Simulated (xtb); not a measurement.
xtb input (GFN1-xTB):

```bash
xtb mol.xyz --gfn 1 --sp --chrg 0 --uhf 0
```
mol.xyz:
```
5

F     -0.92925186     1.15465576    -0.28867094
C     -0.47716006     0.04464233     0.31775044
F     -1.09408911    -1.01463247    -0.23142999
Cl     1.28023052    -0.09512174     0.08181567
H     -0.69088967     0.08900590     1.38353929
```

End of the output:

```
         :::::::::::::::::::::::::::::::::::::::::::::::::::::
         ::                     SUMMARY                     ::
         :::::::::::::::::::::::::::::::::::::::::::::::::::::
         :: total energy             -17.187218704822 Eh    ::
         :: gradient norm              0.023130018718 Eh/a0 ::
         :: HOMO-LUMO gap              6.823746384504 eV    ::
         ::.................................................::
         :: SCC energy               -17.226027665221 Eh    ::
         :: -> electrostatic           0.042998701250 Eh    ::
         :: repulsion energy           0.039768949878 Eh    ::
         :: dispersion energy         -0.000959989480 Eh    ::
         :: halogen bond corr.         0.000000000000 Eh    ::
         :: add. restraining           0.000000000000 Eh    ::
         :: total charge               0.000000000000 e     ::
         :::::::::::::::::::::::::::::::::::::::::::::::::::::

           -------------------------------------------------
          |                Property Printout                |
           -------------------------------------------------

    * Orbital Energies and Occupations

         #    Occupation            Energy/Eh            Energy/eV
      -------------------------------------------------------------
         1        2.0000           -0.9435442             -25.6751
         2        2.0000           -0.9065183             -24.6676
         3        2.0000           -0.9008737             -24.5140
         4        2.0000           -0.7034864             -19.1428
         5        2.0000           -0.6560987             -17.8534
         6        2.0000           -0.6390461             -17.3893
         7        2.0000           -0.6365770             -17.3221
         8        2.0000           -0.5814849             -15.8230
         9        2.0000           -0.5685007             -15.4697
        10        2.0000           -0.5647225             -15.3669
        11        2.0000           -0.5234152             -14.2429
        12        2.0000           -0.4909647             -13.3598
        13        2.0000           -0.4859452             -13.2232 (HOMO)
        14                         -0.2351771              -6.3995 (LUMO)
        15                         -0.1414482              -3.8490
        16                         -0.0993278              -2.7028
Note: The following floating-point exceptions are signalling: IEEE_DENORMAL
normal termination of xtb
        17                         -0.0865845              -2.3561
        18                         -0.0707262              -1.9246
        19                         -0.0705228              -1.9190
        20                          0.0120437               0.3277
        21                          0.0413291               1.1246
        22                          0.1298868               3.5344
        23                          0.2779997               7.5648
      -------------------------------------------------------------
                  HL-Gap            0.2507681 Eh            6.8237 eV
             Fermi-level           -0.3605612 Eh           -9.8114 eV

  Mulliken/CM5 charges         n(s)   n(p)   n(d)
     1F    -0.24089 -0.26596   1.815  5.426  0.000
     2C     0.50885  0.49785   1.034  2.457  0.000
     3F    -0.24089 -0.26596   1.815  5.426  0.000
     4Cl   -0.08627 -0.08642   1.949  5.154 -0.017
     5H     0.05920  0.12049   0.941  0.000  0.000

Wiberg/Mayer (AO) data.
largest (>0.10) Wiberg bond orders for each atom

 ---------------------------------------------------------------------------
     #   Z sym  total        # sym  WBO       # sym  WBO       # sym  WBO
 ---------------------------------------------------------------------------
     1   9 F    1.067 --     2 C    0.951
     2   6 C    3.806 --     5 H    0.958     3 F    0.951     1 F    0.951
                             4 Cl   0.946
     3   9 F    1.067 --     2 C    0.951
     4  17 Cl   1.049 --     2 C    0.946
     5   1 H    1.028 --     2 C    0.958
 ---------------------------------------------------------------------------

Topologies differ in total number of bonds
Writing topology from bond orders to xtbtopo.mol

 dipole moment from electron density (au)
     X       Y       Z
   0.0452   0.0163   0.7466  total (Debye):    1.902

           -------------------------------------------------
          | TOTAL ENERGY              -17.187218704822 Eh   |
          | GRADIENT NORM               0.023130018718 Eh/α |
          | HOMO-LUMO GAP               6.823746384504 eV   |
           -------------------------------------------------

------------------------------------------------------------------------
------------------------------------------------------------------------
 total:
 SCF:
```
